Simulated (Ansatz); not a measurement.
`[CH3][SbH2]` + `[SiH3]CS` → `[SiH3][CH](S)[SbH2]` + CH₄ at 600 K and 1 bar (formal exchange of groups at the Sb–C bond).

Computed with Ansatz on PBE0-D4/def2-TZVP structures; ΔE is electronic, products minus reactants. CCSD(T)/CBS adds triple-zeta CCSD(T) − MP2 to the extrapolated MP2 energy (def2 sets, frozen cores). This one scheme is used for every species. Elements past krypton have def2 core potentials. For Sb outer-core shells are correlated without core-valence functions, which leaves a few kJ/mol of doubt a bond. Each species was taken in one conformer, which may not be the lowest.

| species | CCSD(T)/CBS energy (Eh) | H − E (kJ/mol) | S (J/(mol·K)) |
| --- | --- | --- | --- |
| `[CH3][SbH2]` | -281.05548 | 168.8 | 339.9 |
| `[SiH3]CS` | -728.50660 | 211.5 | 382.4 |
| `[SiH3][CH](S)[SbH2]` | -969.10537 | 240.1 | 480.5 |
| CH₄ | -40.46206 | 140.4 | 215.7 |

H − E and S are ideal-gas, rigid-rotor, harmonic terms from PBE0-D4/def2-TZVP, for one conformer and one mirror image of each species. 1 Eh = 2625.50 kJ/mol, R = 8.31446 J/(mol·K).

By hand: ΔE, ΔH, ΔS and ΔG.

ΔE = (-969.10537) + (-40.46206) − (-281.05548) − (-728.50660) = -0.00535 Eh = -14.0 kJ/mol. Δ(H − E) = 240.1 + 140.4 − 168.8 − 211.5 = 0.2, so ΔH = -13.8 kJ/mol. ΔS = 480.5 + 215.7 − 339.9 − 382.4 = -26.1 J/(mol·K). ΔG = -13.8 − 600 × (-26.1)/1000 = 1.9 kJ/mol.

By hand: the equilibrium constant, and the temperature at which ΔG would vanish if ΔH and ΔS stayed fixed.

log₁₀ K = −ΔG/(RT ln 10) = -0.2. ΔG = 0 at ΔH/ΔS = 529 K.

TΔS isn't small against ΔH here. The sign of ΔG lies within the doubt. A doubt of 5 kJ/mol in ΔE shifts log₁₀ K by 0.4 here. Other conformers and mirror images would add mixing entropy, several J/(mol·K) or more a flexible species. These are equilibria of isolated gas molecules and say nothing of rates. Largest T1 diagnostic: 0.013 (customary marks: 0.02 for closed shells, 0.045 for open ones).
